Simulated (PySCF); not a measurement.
B3LYP has the VWN-RPA correlation part, as in Gaussian. 

## [Zr(H)4] (charge 0, multiplicity 1)

These are B3LYP-D3(BJ)/def2-TZVP // BP86-D3(BJ)/def2-SVP (PySCF) values and carry that method's errors.

The HOMO comes out as -8.34 eV and the dipole moment is 0.00 D. The HOMO–LUMO gap is 5.58 eV and the LUMO comes out as -2.76 eV. The charge on the central atom (Mulliken) comes out as 0.79 e. The total energy is -1343.97 eV. The cost is about 6 core-seconds (a rough figure).

Bond lengths (Å): Zr1–H2 1.855, Zr1–H3 1.855, Zr1–H4 1.855, Zr1–H5 1.855. Angles (°): H2–Zr1–H3 109.5, H2–Zr1–H4 109.5, H2–Zr1–H5 109.5, H3–Zr1–H4 109.5, H3–Zr1–H5 109.5, H4–Zr1–H5 109.5.
